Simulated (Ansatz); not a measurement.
The cluster GaB₇, relaxed as a singlet with RKS PBE0-D4/def2-SVP in Ansatz, starting from the GFN1-xTB geometry. Force threshold 0.02 eV/Å.

The structure comes from a short search, and lower isomers may exist.

Start:

```xyz
8

Ga    2.226    0.816   -1.121
B     0.011   -0.019   -0.079
B     1.384   -1.012    0.026
B     0.408   -1.833    0.863
B     0.025    1.498   -0.843
B    -1.400    1.491   -0.296
B    -0.959   -1.149    0.961
B    -1.695    0.209    0.488
```

(1) Estimate the energy that the relaxation releases and the steps that it takes.

(2) Does the start keep its bonding and symmetry?

(3) Predict the relaxed structure.

Answers

(1) 0.79 eV, in 9 steps; 17 s on 4 threads of Arm Neoverse V2 on a shared host. No frequencies were taken in this run, so the end may be a saddle point.

(2) By distances, no bond broke or formed. The bond that changes most is Ga1–B5, from 2.32 to 2.02 Å (atoms count from 1). The end is the same structure that another start reached, the lowest one found. Point group Cs at the start, C2v at the end, both within 0.05 Å.

(3) 
```csv
atom,x (Å),y (Å),z (Å)
Ga1,1.956,0.699,-1.043
B2,-0.030,-0.011,0.016
B3,1.528,-0.980,-0.001
B4,0.419,-1.680,0.753
B5,0.140,1.576,-0.890
B6,-1.245,1.384,-0.313
B7,-1.020,-1.165,0.972
B8,-1.748,0.176,0.506
```
Bond lengths: 11 × B–B 1.51 to 1.88 Å; 3 × B–Ga 2.02 to 2.36 Å.
